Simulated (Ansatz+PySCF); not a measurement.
The numbers below are computed, except where a source is named.
## Several solutions for singlet H₈

```xyz
8

H     1.3066    0.0000    0.0000
H     0.9239    0.9239    0.0000
H     0.0000    1.3066    0.0000
H    -0.9239    0.9239    0.0000
H    -1.3066    0.0000    0.0000
H    -0.9239   -0.9239    0.0000
H     0.0000   -1.3066    0.0000
H     0.9239   -0.9239    0.0000
```

Basis set: cc-pVDZ (spherical functions). Charge 0, multiplicity 1.

ωB97X (restricted) was run from several starts with Ansatz (development build ahead of 0.2.0) and PySCF 2.14.0.

```csv
run,program,start,converged,energy (hartree),<S²>
A,Ansatz,search for the lowest state,yes,-4.39501,0.00
B,Ansatz,"atomic start, no search",yes,-4.39501,0.00
C,PySCF,program defaults,yes,-4.38425,0.00
D,PySCF,"guess minao, instabilities followed",yes,-4.39502,0.00
E,Ansatz,stability test followed,yes,-4.39501,0.00
```

Q: Which runs reached the lowest solution of this kind, and what is wrong with the others?

A: A, B, D, E reached the lowest solution found. Converged but too high: C by 0.29 eV. Convergence only shows a stationary point, and even a stable one can lie too high; stability tests and further starts are what find lower ones. Caution: an unrestricted determinant lies well below (0.73 eV lower). Caution: the determinant breaks the point group.
